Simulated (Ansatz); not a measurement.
```yaml
crystal:
  periodic: [false, false, false]
  atoms:
    - {symbol: Sn, position_ang: [-2.054788, -2.188311, -0.811049]}
    - {symbol: Sn, position_ang: [0.992395, -2.094742, 1.573886]}
    - {symbol: Sn, position_ang: [-2.069879, 2.059830, -1.817710]}
    - {symbol: Sn, position_ang: [1.026592, 2.855696, 1.679800]}
    - {symbol: Sn, position_ang: [1.144354, -0.412669, -1.870563]}
    - {symbol: Sn, position_ang: [-1.668129, 1.589487, 1.129256]}
    - {symbol: S, position_ang: [-1.418561, -0.913580, 1.415942]}
    - {symbol: S, position_ang: [-1.519896, -0.309653, -2.578168]}
    - {symbol: S, position_ang: [2.050284, 0.574527, 2.383059]}
    - {symbol: S, position_ang: [0.467230, -2.827913, -0.966219]}
    - {symbol: S, position_ang: [0.364282, 2.011003, -0.695227]}
    - {symbol: S, position_ang: [2.686136, -0.343685, 0.556994]}
basis:
  gaussian: {orbitals: def2-TZVP, initial_orbitals: start.molden}
hamiltonian: {xc: pbe0, dispersion: d4}
scf: {omitted_lower_state_checks: [starts]}
output: {orbitals: {seedname: orbitals}}
```

The file start.molden holds the orbitals of an earlier run on this structure, at another level or in another basis.

```sh
$ ansatz run in.yaml --threads 4 --pin off --events-out ev --progress --plain --max-ram 6963MiB
```

Problem. Does this run fit into the memory that it is given?

Solution. No. It has 522 basis functions, and Ansatz plans for 9 GiB where 7 GiB are given.
